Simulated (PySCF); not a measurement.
**Checking a proposed structure**

A compound C4H10BNO gives the data below (simulated from a calculation) and was assigned the structure `CB(C)N(C)C=O`.

13C{1H} NMR (computed): δ 147.9 (CH), 122.3 (CH2), 65.1 (CH2), 26.0 (CH3).

1H NMR (300 MHz, computed): δ 5.95 (ddt, J = 18.1, 11.3, 7.6 Hz, 1H), 5.39 (dq, J = 18.1, 1.8 Hz, 1H), 5.25 (dq, J = 11.3, 1.7 Hz, 1H), 4.03 (dt, J = 7.6, 1.7 Hz, 2H), 3.83 (br, 1H), 2.66 (s, 3H), 2.10 (br s, 1H).

Theoretical values (PySCF): σ from GIAO-HF/pcSseg-1, spin–spin couplings from B3LYP/pcJ-1 (spin–dipole term only in couplings to heteroatoms), geometry: PBE0-D3(BJ)/def2-SVP. Relativity neglected, one computed conformer, no solvent model, rapidly exchanging positions averaged.

Referencing at the same level of theory: 1H (31.69 ppm) and 13C (190.85 ppm) vs TMS.

**Question.** Compare with the shifts computed for the proposed structure, pairing carbons in order of shift.

**Answer.** Atoms are numbered as in `[CH3:1][B:2]([CH3:3])[N:4]([CH3:5])[CH:6]=[O:7]`. Hydrogens are named by the atom that carries them.

```
atom  computed for proposal  given list  difference
  C6                  173.3       147.9       +25.4
  C5                   25.7       122.3       -96.6
  C1                    6.9        65.1       -58.2
  C3                    6.9        26.0       -19.1
```

The rms difference is 58.6 ppm and the largest -96.6 ppm at C5 (methyl carbon bonded to N). The proposal also would give 3 carbon signals, not 4. The carbon types in order of shift don't match either: CH, CH3, CH3, CH3 for the proposal against CH, CH2, CH2, CH3 in the data. The proposal doesn't fit.

**Question.** Which isomer fits?

**Answer.** SMILES C=CCOBNC.

- δC 147.9: alkene CH; an sp2 carbon of a C=C bond.
- δC 122.3: terminal =CH2 carbon; an sp2 carbon of a C=C bond.
- δC 65.1: allylic sp3 CH2 bonded to O; the inductive effect lowers its shielding.
- δH 5.39, 5.25: hydrogen on a terminal =CH2 carbon; a vinylic proton, deshielded by the sp2 carbon and the C=C anisotropy.
- The protons at 5.39 and 5.95 share a coupling of 18.1 Hz (vicinal, trans across C=C).
- The protons at 5.25 and 5.95 share a coupling of 11.3 Hz (vicinal, cis across C=C).
- The protons at 5.95 and 4.03 share a coupling of 7.6 Hz (vicinal).

Other isomers checked: CB(C)NC(C)=O (rms 58.8 ppm).

The data come from this structure; uniqueness wasn't tested.

OH and NH positions are those of a molecule without intermolecular hydrogen bonds; in solution they move with solvent, concentration and temperature, and exchange usually removes their couplings. Hydrogens on boron are broadened and split by 11B (spin 3/2, 80 %) and 10B (spin 3). Multiplet labels drop couplings under 1 Hz and merge nearly equal ones. Unscaled 3J(H,H) at this level run about 10 % above measured values. Shifts are as computed. Against solution values, carbons near 30 ppm lie about -0 ppm off and those near 130 ppm about +7 ppm. Of 1211 compounds with measured shifts, 218 miss one by over three times the rms of a fit or turn the order of signals round; such compounds aren't used in these exercises. Couplings across =CH–CH2 type bonds come from one rotamer and its mirror image, and can be 1–2 Hz further off. Couplings to exchangeable protons are dropped.
